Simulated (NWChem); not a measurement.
System: MgICl; SMILES [Cl][Mg][I]

Excerpt of the output:

```
             Northwest Computational Chemistry Package (NWChem) 7.3.0
             --------------------------------------------------------

                             Geometry "geometry" -> ""
                             -------------------------

 Output coordinates in angstroms (scale by  1.889725989 to convert to a.u.)

  No.       Tag          Charge          X              Y              Z
 ---- ---------------- ---------- -------------- -------------- --------------
    1 Mg                  12.0000     0.04946300     1.17943200     0.00000000
    2 Cl                  17.0000     0.01344000     3.37546700     0.00000000
    3 I                   53.0000     0.09075000    -1.36594700     0.00000000

 Effective nuclear repulsion energy (a.u.)     281.9013668172

                                 NWChem DFT Module
                                 -----------------

 Summary of "ao basis" -> "ao basis" (spherical)
 ------------------------------------------------------------------------------
       Tag                 Description            Shells   Functions and Types
 ---------------- ------------------------------  ------  ---------------------
 Mg                        def2-svpd                 9       21   4s4p1d
 Cl                        def2-svpd                11       27   5s4p2d
 I                         def2-svpd                13       35   5s5p3d

            General Information
            -------------------
          SCF calculation type: DFT
          Wavefunction type:  closed shell.
          No. of atoms     :     3
          No. of electrons :    54
           Alpha electrons :    27
            Beta electrons :    27
          Charge           :     0
          Spin multiplicity:     1
          Use of symmetry is: off; symmetry adaption is: off
          Maximum number of iterations: 150
          AO basis - number of functions:    83
                     number of shells:    33
          Convergence on energy requested:  1.00D-06
          Convergence on density requested:  1.00D-05
          Convergence on gradient requested:  5.00D-04

              XC Information
              --------------
                         B3LYP Method XC Potential
                     Hartree-Fock (Exact) Exchange  0.200
                        Slater Exchange Functional  0.800 local
                    Becke 1988 Exchange Functional  0.720 non-local
              Lee-Yang-Parr Correlation Functional  0.810
                  VWN I RPA Correlation Functional  0.190 local

             Grid Information
             ----------------
          Grid used for XC integration:  medium
          Radial quadrature: Mura-Knowles
          Angular quadrature: Lebedev.
          Tag              B.-S. Rad. Rad. Pts. Rad. Cut. Ang. Pts.
          ---              ---------- --------- --------- ---------
          Mg                  1.50       88          14.0       590
          Cl                  1.00       88          16.0       590
          I                   1.40      123          15.0       590
          Grid pruning is: on
          Number of quadrature shells:   299
          Spatial weights used:  Erf1

      Superposition of Atomic Density Guess
      -------------------------------------

 Sum of atomic energies:       -1005.99109645

      Non-variational initial energy
      ------------------------------

 Total energy =    -955.773284
 1-e energy   =   -1748.306947
 2-e energy   =     633.594676
 HOMO         =      -0.364098
 LUMO         =      -0.071136

   convergence    iter        energy       DeltaE   RMS-Dens  Diis-err
 ---------------- ----- ----------------- --------- --------- ---------
 d= 0,ls=0.0,diis     1   -958.0071460598 -1.12D+03  1.57D-02  2.89D-01
 d= 0,ls=0.0,diis     2   -958.0064663596  6.80D-04  8.62D-03  2.45D-01
 d= 0,ls=0.0,diis     3   -958.0476360128 -4.12D-02  1.64D-03  1.42D-02
 d= 0,ls=0.0,diis     4   -958.0501066817 -2.47D-03  2.27D-04  1.69D-04
 d= 0,ls=0.0,diis     5   -958.0501317899 -2.51D-05  4.15D-05  1.04D-05
  Resetting Diis
 d= 0,ls=0.0,diis     6   -958.0501330742 -1.28D-06  1.01D-05  1.76D-07
 d= 0,ls=0.0,diis     7   -958.0501330972 -2.30D-08  6.91D-06  5.22D-08

         Total DFT energy =     -958.050133097229
      One electron energy =    -1749.879256028870
           Coulomb energy =      700.034040033889
    Exchange-Corr. energy =      -67.143903337168
 Nuclear repulsion energy =      158.938986234919

 Numeric. integr. density =       54.000000061507

                       DFT Final Molecular Orbital Analysis
                       ------------------------------------

 Vector   25  Occ=2.000000D+00  E=-3.214002D-01
              MO Center=  1.5D-02,  3.3D+00,  2.0D-06, r^2= 1.4D+00
   Bfn.  Coefficient  Atom+Function         Bfn.  Coefficient  Atom+Function
  ----- ------------  ---------------      ----- ------------  ---------------
    33      0.573312  2 Cl px                30      0.452355  2 Cl px
    27      0.261709  2 Cl px                35      0.124295  2 Cl pz
    36      0.101755  2 Cl px                32      0.098072  2 Cl pz
     8      0.064755  1 Mg px                29      0.056739  2 Cl pz
     5      0.043933  1 Mg px                17      0.042770  1 Mg d -2

 Vector   26  Occ=2.000000D+00  E=-2.809078D-01
              MO Center=  8.8D-02, -1.2D+00, -1.9D-06, r^2= 2.3D+00
   Bfn.  Coefficient  Atom+Function         Bfn.  Coefficient  Atom+Function
  ----- ------------  ---------------      ----- ------------  ---------------
    62     -0.423188  3 I  pz                60      0.417109  3 I  px
    65     -0.349363  3 I  pz                63      0.344345  3 I  px
    59      0.171235  3 I  pz                57     -0.168775  3 I  px
    56      0.138852  3 I  pz                54     -0.136858  3 I  px
    18      0.054922  1 Mg d -1              17     -0.054118  1 Mg d -2

 Vector   27  Occ=2.000000D+00  E=-2.809078D-01
              MO Center=  8.8D-02, -1.2D+00,  1.9D-06, r^2= 2.3D+00
   Bfn.  Coefficient  Atom+Function         Bfn.  Coefficient  Atom+Function
  ----- ------------  ---------------      ----- ------------  ---------------
    60      0.423133  3 I  px                62      0.417164  3 I  pz
    63      0.349317  3 I  px                65      0.344390  3 I  pz
    57     -0.171212  3 I  px                59     -0.168797  3 I  pz
    54     -0.138834  3 I  px                56     -0.136876  3 I  pz
    17     -0.054900  1 Mg d -2              18     -0.054140  1 Mg d -1

 Vector   28  Occ=0.000000D+00  E=-8.180735D-02
              MO Center=  5.5D-02,  8.8D-01, -7.8D-08, r^2= 6.4D+00
   Bfn.  Coefficient  Atom+Function         Bfn.  Coefficient  Atom+Function
  ----- ------------  ---------------      ----- ------------  ---------------
     4      0.910691  1 Mg s                  3      0.785323  1 Mg s
    64     -0.329903  3 I  py                26     -0.291143  2 Cl s
     2      0.280348  1 Mg s                 34      0.265691  2 Cl py
    61     -0.255443  3 I  py                37      0.220721  2 Cl py
    51     -0.218181  3 I  s                 52     -0.207837  3 I  s

 Vector   29  Occ=0.000000D+00  E=-3.172972D-02
              MO Center=  5.3D-02,  9.5D-01,  1.1D-04, r^2= 6.7D+00
   Bfn.  Coefficient  Atom+Function         Bfn.  Coefficient  Atom+Function
  ----- ------------  ---------------      ----- ------------  ---------------
    13      0.550980  1 Mg pz                16      0.375948  1 Mg pz
    10      0.311791  1 Mg pz                65     -0.225137  3 I  pz
    62     -0.168023  3 I  pz                 7      0.164853  1 Mg pz
    35     -0.162444  2 Cl pz                11     -0.142323  1 Mg px
    68     -0.142449  3 I  pz                38     -0.134926  2 Cl pz

 Vector   30  Occ=0.000000D+00  E=-3.172971D-02
              MO Center=  5.3D-02,  9.5D-01, -1.1D-04, r^2= 6.7D+00
   Bfn.  Coefficient  Atom+Function         Bfn.  Coefficient  Atom+Function
  ----- ------------  ---------------      ----- ------------  ---------------
    11      0.550907  1 Mg px                14      0.375899  1 Mg px
     8      0.311750  1 Mg px                63     -0.225108  3 I  px
    60     -0.168001  3 I  px                 5      0.164831  1 Mg px
    33     -0.162421  2 Cl px                13      0.142341  1 Mg pz
    66     -0.142432  3 I  px                36     -0.134906  2 Cl px

     Multipole analysis of the density
     ---------------------------------

     L   x y z        total         alpha         beta         nuclear
     -   - - -        -----         -----         ----         -------
     0   0 0 0     -0.000000    -27.000000    -27.000000     54.000000

     1   1 0 0      0.004804     -2.917967     -2.917967      5.840739
     1   0 1 0     -0.273756    -35.462894    -35.462894     70.652032
     1   0 0 1     -0.000000     -0.000000     -0.000000      0.000000

     2   2 0 0    -36.743320    -18.797186    -18.797186      0.851052
     2   1 1 0      0.149528      2.981087      2.981087     -5.812645
     2   1 0 1     -0.000000     -0.000000     -0.000000      0.000000
     2   0 2 0    -48.022279   -482.950425   -482.950425    917.878571
     2   0 1 1      0.000000      0.000000      0.000000      0.000000
     2   0 0 2    -36.741531    -18.370765    -18.370765      0.000000

[...]

 DFT Linear Response polarizability / au
 Frequency  =       0.0000000 / au
              X              Y              Z
 -----------------------------------------------
 X      63.3425032     -0.5582041      0.0000011
 Y      -0.5582042     97.6310291      0.0000012
 Z       0.0000011      0.0000012     63.3334180
 -----------------------------------------------
 Eigenvalues =      63.3334193     97.6401141     63.3334170
 Isotropic   =      74.7689834
 Anisotropic =      34.3066959
 -----------------------------------------------

 Magnetic Dipole Response Matrix (nonzero elements):

 Exiting AOResponse driver routine
```

Level: B3LYP/def2-SVPD with def2 effective core potentials on I. Coordinates come from a PBE0/def2-SVP optimisation. No frequency run checked for a minimum. B3LYP is NWChem's, with the RPA form of VWN correlation. def2 effective core potentials on I; no spin-orbit coupling.

**Question.** Which NWChem input produces such a log?

**Answer.** One answer among several that fit: the input that was run:
```
start job
memory heap 200 mb stack 900 mb global 1100 mb
geometry units angstroms noautosym nocenter noautoz
  Mg     0.049463     1.179432     0.000000
  Cl     0.013440     3.375467     0.000000
  I      0.090750    -1.365947     0.000000
end
basis spherical
  * library def2-svpd
end
ecp
  I library def2-ecp
end
dft
  xc b3lyp
  iterations 150
end
property
  response 1 0.0
end
task dft property
```
